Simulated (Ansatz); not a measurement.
Mulliken charges of AsH3OSSe (`O[As](S)[SeH]`) from r2SCAN/def2-TZVPP in Ansatz (PBE0-D4/def2-TZVP geometry).

```json
{"atom": "O1", "x (Å)": "-1.472", "y (Å)": "0.401", "z (Å)": "-1.203", "charge (e)": "-0.402"}
{"atom": "As2", "x (Å)": "0.239", "y (Å)": "0.764", "z (Å)": "-0.900", "charge (e)": "0.519"}
{"atom": "S3", "x (Å)": "-0.018", "y (Å)": "1.184", "z (Å)": "1.307", "charge (e)": "-0.286"}
{"atom": "Se4", "x (Å)": "1.248", "y (Å)": "-1.408", "z (Å)": "-0.743", "charge (e)": "-0.234"}
{"atom": "H5", "x (Å)": "-1.811", "y (Å)": "-0.290", "z (Å)": "-0.623", "charge (e)": "0.202"}
{"atom": "H6", "x (Å)": "1.285", "y (Å)": "1.014", "z (Å)": "1.586", "charge (e)": "0.124"}
{"atom": "H7", "x (Å)": "0.591", "y (Å)": "-1.733", "z (Å)": "0.530", "charge (e)": "0.078"}
```

Task: By hand: the dipole of these point charges (1 e Å = 4.8032 D).

Result: Σ q r = (0.269, 0.158, -0.071) e Å, of length 0.320 e Å = 1.54 D.

Task: How does the dipole of the full density compare? (Estimate.)

Result: The calculation gave: (0.093, -0.121, 0.188) e Å, 1.16 D; the point charges give 1.33 times that, at 96° from its direction.

Point charges leave out the atoms' own dipoles, such as those of lone pairs, and Mulliken's split depends on the basis, so the two needn't agree.
